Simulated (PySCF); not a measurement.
PySCF 2.14 output of an unrestricted wB97X-V calculation on a single atom or ion in aug-cc-pwCVTZ-PP with ECP28MDF, with scalar relativity through the core potential:

```
SCF conv_tol = 1e-09
number electrons alpha = 8  beta = 4
    N. Mardirossian and M. Head-Gordon.,  Phys. Chem. Chem. Phys. 16, 9904-9924 (2014)
cycle= 1 E= -66.6407742026894  delta_E= -0.00395  |g|= 0.0166  |ddm|= 0.241
cycle= 2 E= -66.6409662747305  delta_E= -0.000192  |g|= 0.00456  |ddm|= 0.133
cycle= 3 E= -66.6409860120999  delta_E= -1.97e-05  |g|= 0.00138  |ddm|= 0.0607
cycle= 4 E= -66.6409885989211  delta_E= -2.59e-06  |g|= 0.000288  |ddm|= 0.0277
cycle= 5 E= -66.6409887635093  delta_E= -1.65e-07  |g|= 2.82e-05  |ddm|= 0.00875
cycle= 6 E= -66.6409887649564  delta_E= -1.45e-09  |g|= 5.01e-06  |ddm|= 0.000551
cycle= 7 E= -66.6409887650076  delta_E= -5.12e-11  |g|= 8.9e-07  |ddm|= 4.84e-05
converged SCF energy = -66.6409887650076  <S^2> = 6.0009748  2S+1 = 5.0003899
```

The run itself started from symmetry-adapted Hartree-Fock orbitals and held the occupation by maximum overlap, on a logarithmic radial grid, so the iterations belong to that start.

**Question.** Which element, charge and spin multiplicity is this?

**Answer.** Mo(2+) (molybdenum, charge +2), multiplicity 5; the state was [Kr] 4d3 5p1, one real determinant (an excited configuration).

⟨L²⟩ = 14.01 against 20 for a pure G term, so this real determinant mixes terms. Energies and moments cover only the electrons outside the core potential.
